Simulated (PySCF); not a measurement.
## Molecular orbitals of CsS

r²SCANh at R = 3.155 Å; PySCF, scalar-relativistic core potentials, basis sets Cs def2-SVPD with ECP46, S def2-SVPD. State: ²Π (doublet), unpaired electrons π ↑. Only the outer orbitals are listed, counted within each symmetry, core potentials removing the inner ones.

| spin | orbital | occ. | ε (eV) | on Cs (%) | main shells (%) |
| --- | --- | --- | --- | --- | --- |
| α | 4σ | 1 | -28.88 | 100 | 100 Cs s |
| α | 5σ | 1 | -15.55 | 20 | 79 S s, 20 Cs p |
| α | 2π | 1 | -14.76 | 100 | 100 Cs p |
| α | 2π | 1 | -14.73 | 100 | 100 Cs p |
| α | 6σ | 1 | -14.18 | 79 | 78 Cs p, 21 S s |
| α | 3π | 1 | -5.65 | 1 | 99 S p |
| α | 7σ | 1 | -4.42 | 5 | 94 S p |
| α | 3π | 1 | -4.27 | 1 | 98 S p |
| α | 8σ | 0 | -0.99 | 105 | 95 Cs s, 10 Cs p |
| α | 4π | 0 | 0.01 | 100 | 95 Cs p |
| α | 4π | 0 | 0.03 | 100 | 95 Cs p |
| β | 4σ | 1 | -28.88 | 100 | 100 Cs s |
| β | 5σ | 1 | -14.79 | 75 | 75 Cs p, 24 S s |
| β | 2π | 1 | -14.76 | 100 | 100 Cs p |
| β | 2π | 1 | -14.73 | 100 | 100 Cs p |
| β | 6σ | 1 | -13.41 | 24 | 76 S s, 23 Cs p |
| β | 7σ | 1 | -4.03 | 8 | 92 S p |
| β | 3π | 1 | -3.88 | 2 | 98 S p |
| β | 3π | 0 | -2.12 | 5 | 95 S p |
| β | 8σ | 0 | -1.00 | 105 | 94 Cs s, 11 Cs p |
| β | 4π | 0 | 0.01 | 100 | 94 Cs p |

Question: Which are the highest filled and the lowest empty level, where do they sit, and how wide is the gap?

Answer: Highest filled β 3π at -3.88 eV (in %: 98 S p); lowest empty β 3π at -2.12 eV (in %: 95 S p); the gap at r²SCANh is 1.76 eV. Both belong to one degenerate shell, split only by its one-sided filling, so this is no excitation gap.

- bond order (Mayer): 0.28
- ⟨S²⟩: 0.756
- charge on Cs (Mulliken, basis-dependent): 0.87
- charge on Cs (Löwdin, basis-dependent): 0.72
- dipole moment (positive dipole means Cs(−)S(+)): -11.34 D

Shares are Mulliken populations and can fall outside 0 to 100 %.

Spin–orbit coupling is left out. The state was picked by a PBE0 search and need not be the measured ground state.
